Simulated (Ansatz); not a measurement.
Cd(OMe)(SiH3) (CH6CdOSi), SMILES C[O][Cd][SiH3]. Atoms are numbered in the order given.

```xyz
10

Cd    -0.4169     1.0533    -0.1337
O     -1.6958     0.9351    -1.6565
C     -2.0903    -0.2075    -2.3525
H     -2.8179     0.0708    -3.1408
H     -1.2547    -0.7283    -2.8691
H     -2.5943    -0.9680    -1.7171
Si     1.1509     1.3808     1.7699
H      0.4055     1.5790     3.0486
H      2.0225     2.5729     1.5479
H      2.0307     0.1839     1.9256
```
Charge 0, spin multiplicity 1.

Geometry optimised at B3LYP-D3(BJ)/def2-SVP. The structure was generated by enumeration; whether it is a known compound was not checked. The def2 effective core potentials stand for the cores of Cd; spin–orbit coupling is left out. Other conformers were not sampled.

Two levels are set side by side: PBE-D3(BJ)/def2-SVP (Ansatz, a first-principles code) and B3LYP-D3(BJ)/def2-SVP (Ansatz). Each level has its own optimised geometry; the coordinates shown are those of the second. Differences are taken from unrounded values.

```json
[
 {"quantity": "mean bond length (Å)", "B3LYP-D3(BJ)": "1.521"},
 {"quantity": "bond Cd1–O2 (Å)", "B3LYP-D3(BJ)": "1.992"},
 {"quantity": "bond Cd1–Si7 (Å)", "B3LYP-D3(BJ)": "2.488"},
 {"quantity": "bond O2–C3 (Å)", "B3LYP-D3(BJ)": "1.395"},
 {"quantity": "bond C3–H4 (Å)", "B3LYP-D3(BJ)": "1.108"},
 {"quantity": "bond C3–H5 (Å)", "B3LYP-D3(BJ)": "1.112"},
 {"quantity": "bond C3–H6 (Å)", "B3LYP-D3(BJ)": "1.112"},
 {"quantity": "bond Si7–H8 (Å)", "B3LYP-D3(BJ)": "1.493"},
 {"quantity": "bond Si7–H9 (Å)", "B3LYP-D3(BJ)": "1.493"},
 {"quantity": "bond Si7–H10 (Å)", "B3LYP-D3(BJ)": "1.494"}
]
```

### Question
What does PBE-D3(BJ) give, and how far is it from B3LYP-D3(BJ)? (An estimate is asked for; the answer gives what the named calculation found.)

### Answer

```tsv
quantity	PBE-D3(BJ)	PBE-D3(BJ) minus B3LYP-D3(BJ)
mean bond length (Å)	1.529	0.008
bond Cd1–O2 (Å)	2.001	0.009
bond Cd1–Si7 (Å)	2.479	-0.009
bond O2–C3 (Å)	1.401	0.007
bond C3–H4 (Å)	1.116	0.008
bond C3–H5 (Å)	1.120	0.008
bond C3–H6 (Å)	1.120	0.008
bond Si7–H8 (Å)	1.506	0.013
bond Si7–H9 (Å)	1.506	0.013
bond Si7–H10 (Å)	1.507	0.013
```

Exact exchange shortens and stiffens bonds; PBE has none. Differences between two approximate levels are no errors against the true value.
